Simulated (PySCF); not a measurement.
Gas-phase reaction: SnHCl3 + 2 SnH4 ⇌ 3 SnH2 + 3 HCl

Method: PySCF energies (xtb for GFN2) plus ideal-gas RRHO corrections (1 bar). † marks an energy on the PBE0/def2-TZVP geometry and frequencies; other levels use their own. All species are closed-shell singlets. Sn: scalar-relativistic def2 core potential, no spin-orbit coupling. SnHCl3, SnH2: computed as isolated molecules; such fragments, hydroxides, amides, oligomers or adducts are transient or little studied in the gas. The harmonic model lacks anharmonicity and excited electronic states, which grow with temperature; levels with a mode under 35 cm⁻¹ are left out. Soft modes under 120 cm⁻¹ make the harmonic entropy rough for SnHCl3.

```csv
level,"ΔE electronic, kJ","ΔH°(298 K), kJ","ΔS°(298 K), J/K","ΔG°(2500 K), kJ"
GFN2-xTB,180,150,439,-887
M06-2X/def2-TZVP†,523,503,446,-547
PBE/def2-TZVP†,466,447,446,-603
PBE0/def2-SVP†,497,478,446,-572
PBE0/def2-TZVP,500,481,446,-570
r2SCAN/def2-TZVP†,527,508,446,-542
```
ΔH° is lowest at GFN2-xTB and highest at r2SCAN/def2-TZVP†. No reference value is set beside these.
